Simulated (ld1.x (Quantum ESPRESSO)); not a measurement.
**u(r) = r·R(r): atom against pseudo-atom (H (Z = 1))**

Columns: radius, all-electron u(r) and pseudo u(r) of the 1s shell (level -6.36 eV) of hydrogen in the configuration 1s1; LDA (PZ), non-relativistic, RRKJ scheme, ld1.x (Quantum ESPRESSO) 7.5.

```tsv
r (bohr)	all-electron	pseudo
0.032	0.0574	0.0091
0.065	0.1128	0.0252
0.098	0.1645	0.0532
0.130	0.2113	0.0943
0.162	0.2551	0.1486
0.195	0.2970	0.2147
0.228	0.3360	0.2855
0.260	0.3711	0.3525
0.292	0.4037	0.4127
0.325	0.4348	0.4638
0.358	0.4635	0.5024
0.390	0.4891	0.5288
0.422	0.5127	0.5467
0.455	0.5351	0.5598
0.488	0.5555	0.5707
0.520	0.5735	0.5813
0.552	0.5900	0.5931
0.585	0.6053	0.6061
0.618	0.6192	0.6192
0.650	0.6312	0.6312
0.682	0.6419	0.6419
0.715	0.6518	0.6518
0.748	0.6604	0.6604
0.780	0.6676	0.6676
0.812	0.6739	0.6739
0.845	0.6794	0.6794
```

(1) How many radial nodes do the two functions have?

(2) At about which radius was the pseudo-wave matched?

(3) Is the pseudo-wave norm-conserving?

## Answers

(1) The all-electron 1s function has n − l − 1 = 0; the pseudo-wave has 0.

(2) 0.65 bohr, where the columns begin to agree (steps of 0.03 bohr).

(3) Yes: the RRKJ scheme keeps the norm inside the radius equal to the all-electron one, which fixes the energy derivative of the logarithmic derivative at the level.
